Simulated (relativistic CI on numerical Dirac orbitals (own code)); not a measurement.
Slater and spin-orbit integrals, Sr30+

Method of calculation: Dirac-Coulomb-Breit CI, separate exchange-only KLI orbitals for each configuration, a model potential for QED, unscaled Slater integrals (own radial code, finite nucleus).

Slater integrals F^k, G^k are unscaled and averaged over j, outside the closed core 1s2; ζ comes from projecting the Hamiltonian with its Breit term on Σ l·s of the shell.

- 2s2.2p4: F^2(2p,2p) = 664960, ζ(2p) = 388420 cm⁻¹; <r>(2p) = 0.1431, <r^2>(2p) = 0.02483 (bohr units).
- 2s.2p5: G^1(2s,2p) = 713420, ζ(2p) = 385980 cm⁻¹; <r>(2s) = 0.1658, <r^2>(2s) = 0.03228, <r>(2p) = 0.1435, <r^2>(2p) = 0.02495 (bohr units).
- 2p5.3s: ζ(2p) = 392740, G^1(2p,3s) = 68720 cm⁻¹; <r>(2p) = 0.1426, <r^2>(2p) = 0.02463, <r>(3s) = 0.3935, <r^2>(3s) = 0.176 (bohr units).

Averages of the first 10 configurations, taken without configuration mixing, which lowers the lowest level and can move excited configurations by several eV; other configurations of the list can lie among them:

| Configuration | Parity | States | Average energy above the lowest level (eV) |
| --- | --- | --- | --- |
| 2s2.2p4 | even | 15 | 53.4 |
| 2s.2p5 | odd | 12 | 273.9 |
| 2p6 | even | 1 | 522.9 |
| 2p5.3s | odd | 12 | 2551.1 |
| 2p5.3p | even | 36 | 2610.1 |
| 2p5.3d | odd | 60 | 2676.3 |
| 2s2.2p3.3s | odd | 40 | 2118.8 |
| 2s2.2p3.3p | even | 120 | 2182.0 |
| 2s2.2p3.3d | odd | 200 | 2248.7 |
| 2s.2p4.3s | even | 60 | 2320.5 |
